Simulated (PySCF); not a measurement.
**Ionisation energy of Pr³⁹⁺ by level of theory**

Pr³⁹⁺ [Ar] 3d2 [3d3/2^2, M_J = 2] → Pr⁴⁰⁺ [Ar] 3d1 [3d3/2^1, M_J = 3/2], as a difference of total energies. Computed with PySCF 2.14 in an uncontracted even-tempered set (16 s from 8.1 bohr⁻², ratio 2.8; 12 p from 11 bohr⁻², ratio 2.8; 8 d from 11 bohr⁻², ratio 2.8; 3 f from 33 bohr⁻², ratio 3), with the two-component X2C-1e Hamiltonian. Correlated levels: [Ne] frozen; the 74 highest virtual spinors dropped. "Screened" scales the spin-orbit matrix elements by Boettger's factors to mimic the two-electron term; Breit and QED terms are absent.

```csv
method,ionisation energy (eV)
GHF (spin-free),2827.3
GMP2 (spin-free),2826.9
GHF (screened spin-orbit),2839.4
GMP2 (screened spin-orbit),2839.2
```

Breit and QED terms and the two-electron picture change are absent.

The spin-free rows relax to the high-spin LS determinant and lack the spin-orbit shift.

The labels give the starting determinants; with spin-orbit coupling the two ends relaxed to ⟨J²⟩ = 6.04, ⟨L²⟩ = 10.37, ⟨S²⟩ = 1.56 and ⟨J²⟩ = 3.75, ⟨L²⟩ = 6.02, ⟨S²⟩ = 0.77.

For comparison: 2838 ± 4 eV (theoretical estimate listed by NIST; NIST Atomic Spectra Database, ionization energies).
